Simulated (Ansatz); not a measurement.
Calculated with Ansatz (gas phase, PBE0-D4/def2-TZVP geometries, no zero-point term in ΔE). CCSD(T)/CBS adds triple-zeta CCSD(T) − MP2 to the extrapolated MP2 energy (def2 sets, frozen cores). This one scheme is used for every species. Functionals use def2-TZVPP. One conformer a species, not always the lowest.

Consider the redistribution: `[SiH3]C#C[SiH2]Cl` + `[OH][Al]([SH])[Cl]` → `[OH][Al]([Cl])[SiH2]Cl` + `[SiH3]C#CS`.

```json
{"level": "BLYP-D4", "ΔE (kJ/mol)": "163.6", "difference from CCSD(T)/CBS": "-20.4"}
{"level": "B97M-V", "ΔE (kJ/mol)": "175.1", "difference from CCSD(T)/CBS": "-8.9"}
{"level": "r2SCANh-D4", "ΔE (kJ/mol)": "175.6", "difference from CCSD(T)/CBS": "-8.4"}
{"level": "r2SCAN0-D4", "ΔE (kJ/mol)": "177.8", "difference from CCSD(T)/CBS": "-6.2"}
{"level": "B2PLYP", "ΔE (kJ/mol)": "179.1", "difference from CCSD(T)/CBS": "-4.9"}
{"level": "revPBE", "ΔE (kJ/mol)": "152.1", "difference from CCSD(T)/CBS": "-31.9"}
{"level": "r2SCAN", "ΔE (kJ/mol)": "173.9", "difference from CCSD(T)/CBS": "-10.1"}
{"level": "CCSD/def2-SVP", "ΔE (kJ/mol)": "176.8", "difference from CCSD(T)/CBS": "-7.2"}
{"level": "MP2/def2-QZVPP", "ΔE (kJ/mol)": "191.8", "difference from CCSD(T)/CBS": "7.8"}
{"level": "SCS-MP2/def2-QZVPP", "ΔE (kJ/mol)": "190.5", "difference from CCSD(T)/CBS": "6.5"}
{"level": "CCSD(T)/CBS", "ΔE (kJ/mol)": "184.0", "difference from CCSD(T)/CBS": "0"}
```

Largest T1 diagnostic among the species: 0.013.

From r2SCAN to r2SCAN0 (25 % exact exchange), in def2-TZVPP and without D4, ΔE moves by +3.8 kJ/mol. At CCSD(T), def2-SVP lies −9.7 kJ/mol from the extrapolated value and def2-TZVPP −1.9 kJ/mol. In def2-TZVPP, CCSD(T) changes the Hartree–Fock value by −13.2 kJ/mol (the triples alone add −2.1 kJ/mol) and MP2 by −4.7 kJ/mol.
